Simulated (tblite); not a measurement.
Species: CHBBrF₃O.
Atom-mapped SMILES: `[F:1][C:2]([F:3])([F:4])[O:5][BH:6][Br:7]` (hydrogens: H8 on B6)

Computed with GFN2-xTB (tblite), gas phase: L-BFGS steps from a force-field or distance-geometry start until the largest atomic force falls under 0.01 eV/Å.

Step 16: E = -716.3350 eV
```
atom  x, y, z in Å  |  force x, y, z in eV/Å
F1     -1.9044   -0.3074   -1.1101    0.284   0.132  -0.061
C2     -1.0984   -0.0847   -0.0726   -0.209  -0.038   0.062
F3     -1.4838    1.0926    0.4622    0.216  -0.243  -0.065
F4     -1.4271   -1.0344    0.8331    0.234   0.354  -0.073
O5      0.1685   -0.1411   -0.3995   -0.217  -0.173   0.309
B6      1.4194    0.2523   -0.0063   -0.491  -0.155  -0.369
Br7     2.5876   -1.1415    0.2923    0.169   0.057   0.011
H8      1.7475    1.3736   -0.0237    0.014   0.066   0.186
```

Step 17: E = -716.3599 eV
```
atom  x, y, z in Å  |  force x, y, z in eV/Å
F1     -1.8627   -0.2948   -1.1317    0.142   0.029  -0.142
C2     -1.1136   -0.0832   -0.0509   -0.198  -0.059  -0.119
F3     -1.5223    1.0984    0.4463    0.327  -0.189   0.059
F4     -1.4886   -1.0286    0.8344    0.166   0.341  -0.001
O5      0.1645   -0.1724   -0.3243   -0.108  -0.126   0.370
B6      1.4180    0.2457   -0.0023   -0.259  -0.065  -0.343
Br7     2.6407   -1.1170    0.2423    0.090  -0.008   0.001
H8      1.7731    1.3613   -0.0384   -0.161   0.078   0.175
```

Question: Estimate the geometry and energy of step 18. (The exact step hangs on the optimiser's Hessian estimate; all steps are aligned on step 17, rigid shifts and turns removed.)

Answer: E = -716.3821 eV, largest force 0.411 eV/Å
```
atom  x, y, z in Å  |  force x, y, z in eV/Å
F1     -1.8111   -0.2830   -1.1643    0.106  -0.049   0.048
C2     -1.1312   -0.0847   -0.0305   -0.023  -0.095  -0.295
F3     -1.5545    1.0978    0.4356    0.360  -0.054   0.093
F4     -1.5543   -1.0154    0.8421    0.074   0.266  -0.094
O5      0.1616   -0.2079   -0.2377   -0.089  -0.058   0.397
B6      1.4165    0.2430   -0.0057   -0.033  -0.030  -0.271
Br7     2.6871   -1.0969    0.1882   -0.040   0.017  -0.021
H8      1.7949    1.3567   -0.0523   -0.353   0.003   0.143
```

The energy changes by -0.0222 eV. The first-order estimate −F·Δx gives -0.0322 eV and the mean of the old and new forces, exact on a quadratic surface, -0.0215 eV. The step makes an angle of 77° with the force vector and moves no atom by more than 0.094 Å.

What follows is the cost of the whole relaxation. Hardware: one thread, Arm Neoverse N1 (aarch64), on a shared host. Cost: 0.55 s of wall time.
